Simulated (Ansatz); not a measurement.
Pb₃ (the lowest singlet isomer of a short search) was relaxed with PBE-D4 (def2-SVP) in Ansatz in these states: charge +1 doublet, neutral quintet, neutral triplet. The geometries follow in no particular order.

In the def2 sets Pb takes a core potential; there is no spin–orbit coupling.

A:

```xyz
3

Pb   -0.777   -1.565    0.101
Pb   -0.004    0.884   -1.512
Pb    0.780    0.681    1.411
```

B:

```xyz
3

Pb   -0.388   -1.009   -1.831
Pb   -0.449   -0.818    1.136
Pb    0.837    1.827    0.694
```

C:

```
atom   x (Å)   y (Å)   z (Å)
 Pb1  -0.626   1.712  -0.650
 Pb2  -0.032  -0.235   1.714
 Pb3   0.658  -1.478  -1.064
```

Q: Judge from the bond lengths which geometry belongs to which state (an estimate).

A: A is the neutral triplet (Pb1–Pb2 3.032 Å, Pb2–Pb3 3.032 Å); B is the charge +1 doublet (Pb1–Pb2 2.974 Å, Pb2–Pb3 2.974 Å); C is the neutral quintet (Pb1–Pb2 3.120 Å, Pb2–Pb3 3.120 Å).

At PBE0-D4/def2-TZVP a triplet lies 1.12 eV below the neutral quintet. These are the stationary points nearest to one start from a short search; other shapes may lie lower in each state.
